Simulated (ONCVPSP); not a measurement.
**Before and after: ONCV potential for Zn**

* Element: Zn
* Generator: ONCVPSP 4.0.1
* Type: optimised norm-conserving Vanderbilt (ONCV)
* Functional: LDA (Perdew-Wang 92)
* Relativity: scalar-relativistic
* Frozen core: [Ar]
* Valence charge: 12
* Reference configuration: 3d10 4s2
* Partial waves: 4s: rc 1.80 bohr, ncon 4, nbas 9, qcut 3.4 1/bohr, 2 projectors, debl 2.6 Ha; p scattering state at 0.1 Ha: rc 1.90 bohr, ncon 4, nbas 7, qcut 5.1 1/bohr, 2 projectors, debl 2.8 Ha; 3d: rc 1.50 bohr, ncon 3, nbas 8, qcut 9.5 1/bohr, 2 projectors, debl 3.3 Ha
* Local potential: polynomial inside 1.45 bohr (lpopt 5, dvloc0 0 Ha)
* Core correction: Teter function, fcfact 2.5, rcfact 1.1

Change: d: rc 1.98.

Cutoffs: the cutoffs (Ha) at which the residual kinetic energy of the hardest occupied pseudo-wave falls to 1 and 0.1 mHa per electron; they do not see the model core or the augmentation charge, which bear on the density cutoff. Errors are all-electron minus pseudo energies relative to the spin-unpolarised reference configuration.

Question: Predict the effect on cutoff, ghosts and configuration errors.

Answer: The potential gets softer (39 Ha and 43 Ha → 32 Ha and 36 Ha); of the 4 tests that both files solve, the error grows in 3 and shrinks in 0 by more than 15 % and 0.3 meV (median size 12.5 → 17.3 meV); neither file shows a bound ghost. A larger radius leaves more room for a smooth pseudo-wave, so fewer plane waves are needed. More of the atom is replaced by a form fitted at one configuration, so other configurations suffer.

```tsv
quantity	base	changed
cutoff, loose	39 Ha	32 Ha
cutoff, tight	43 Ha	36 Ha
loose cutoff by channel	s 6.0 Ha, d 39 Ha	s 6.0 Ha, d 32 Ha
bound ghosts	none	none
GHOST(+) flags under 300 eV	s at 98.2 eV, p at 156.8 eV	s at 98.2 eV, p at 156.8 eV
error for 3d10 4s1, meV [ΔE 10.18 eV]	+1.8	+4.0
error for 3d10 4s0, meV [ΔE 28.95 eV]	+19	+28
error for 3d9 4s0, meV [ΔE 69.84 eV]	+121	+226
error for 3d10 4s0 4p2, meV [ΔE 10.75 eV]	+6.3	+6.9
s: phases at 1.83 bohr within 0.05 rad from the reference energy up to (Ha; the scan ends near 5)	3.5	3.5
p: phases at 1.93 bohr within 0.05 rad from the reference energy up to (Ha; the scan ends near 5)	4.3	4.3
rms error of d²Exc/dni dnj with the model core, mHa	5.71	4.79
```
